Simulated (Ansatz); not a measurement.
## Relative energies of GeSiH5F isomers

2 of its isomers, all singlets with charge 0: A = `F[SiH2][GeH3]`; B = `[F][GeH2][SiH3]`.

Shapes, held fixed at every level: PBE0-D4/def2-TZVP. Programs: Ansatz 0.2.0.

Electronic energies in kJ/mol, without zero-point or thermal terms.

Q: Which isomer should be the most stable, and roughly by how much?

A: A < B in rising energy, over a span of 69 kJ/mol, by CCSD(T)/def2-TZVPP. All levels agree on that. The B − A difference spans +54.5 to +71.2 kJ/mol over the levels. Relativity is left out for Ge unless named. Correlated rows may include outer-core shells of Ge, which these sets cover unevenly.

```tsv
level	kind	B − A
HF/def2-TZVPP	Hartree–Fock	+67.9
r2SCAN0-D4/def2-TZVPP	global hybrid	+71.2
B2PLYP/def2-TZVPP	double hybrid	+68.3
CCSD(T)/def2-SVP	coupled cluster or CI	+54.5
CCSD/def2-SVP	coupled cluster or CI	+55.1
CCSD/def2-TZVPP	coupled cluster or CI	+70.3
CCSD(T)/def2-TZVPP	coupled cluster or CI	+69.3
```
